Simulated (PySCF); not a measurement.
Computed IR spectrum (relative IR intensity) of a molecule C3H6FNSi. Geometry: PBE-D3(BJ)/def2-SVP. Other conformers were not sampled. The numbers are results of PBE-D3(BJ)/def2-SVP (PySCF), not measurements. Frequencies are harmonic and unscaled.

```csv
ν (cm⁻¹),relative intensity
254,11
302,5.7
416,2.6
480,5.3
584,2.5
603,13
677,9.2
700,9.3
728,12
817,8.2
857,100
877,32
908,15
926,26
1068,5.2
1130,4.2
1573,8.4
2148,3.4
2173,27
2194,40
3407,25
```

**Question.** Identify the compound among the candidates.
A. N[C@@H]1[SiH2]C=C1F
B. C#C[C@H](N)[SiH2]F
C. FC[Si@@H]1C=NC1
D. NC(F)=C=C[SiH3]

**Answer.** B, C#C[C@H](N)[SiH2]F
